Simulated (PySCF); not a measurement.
**Levels of Pb⁷⁷⁺ from EOM-EA-GCCSD**

Reference: closed-shell Pb⁷⁸⁺, [He] 2s2; one electron is added. Calculated with PySCF 2.14, two-component X2C-1e with screened spin-orbit coupling, an uncontracted even-tempered set (16 s from 17 bohr⁻², ratio 2.6; 14 p from 22 bohr⁻², ratio 2.6; 7 d from 23 bohr⁻², ratio 2.8; 4 f from 430 bohr⁻², ratio 2.8); frozen nothing; the 32 highest virtual spinors dropped; of the others 54 kept and the rest restored at second order. No Breit or QED terms. Binding energies in eV.

```csv
level,Koopmans,second order,EOM-CCSD
2p1/2,23968.6,23967.0,23962.7
2p3/2,21598.0,21599.2,21599.2
```

For comparison, the ionisation energy of Pb⁷⁷⁺ is 23940 ± 120 eV (theoretical estimate listed by NIST; NIST Atomic Spectra Database, ionization energies).

Only part of the computed levels is shown.
